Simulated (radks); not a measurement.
Li2+, configuration 1s1. Method: non-relativistic Kohn-Sham, LDA (Slater exchange, Perdew-Zunger correlation), spin-polarised, spherical densities, point nucleus; open shells are filled with parallel spins first; computed with a radial shooting solver on a logarithmic mesh with Libxc functionals.

Radial electron density D(r) = 4 pi r^2 rho(r):

```
   r/bohr * D(r) (the largest magnitude, 1.59, reaches the edge; | marks zero)
  0.03858 |   *
  0.04179 |    *
  0.04491 |     *
  0.04865 |     *
  0.05228 |      *
  0.05664 |       *
  0.06086 |        *
  0.06593 |          *
  0.07085 |           *
  0.07676 |             *
  0.08249 |              *
  0.08936 |                *
  0.09603 |                  *
    0.104 |                    *
   0.1118 |                      *
   0.1211 |                         *
   0.1301 |                           *
    0.141 |                              *
   0.1515 |                                 *
   0.1641 |                                    *
   0.1764 |                                      *
   0.1911 |                                         *
   0.2053 |                                            *
   0.2224 |                                               *
    0.239 |                                                 *
    0.259 |                                                   *
   0.2783 |                                                    *
   0.3015 |                                                     *
    0.324 |                                                      *
   0.3509 |                                                      *
   0.3771 |                                                     *
   0.4086 |                                                    *
   0.4391 |                                                  *
   0.4756 |                                               *
   0.5111 |                                            *
   0.5537 |                                        *
    0.595 |                                    *
   0.6446 |                                *
   0.6927 |                           *
   0.7504 |                       *
   0.8064 |                   *
   0.8736 |               *
   0.9388 |           *
    1.017 |        *
    1.093 |      *
    1.184 |    *
    1.272 |  *
    1.378 | *
    1.481 |*
    1.605 |*
    1.724 *
    1.868 *
    2.007 *
```

D(r) has 1 maximum, at r = 0.334 bohr.
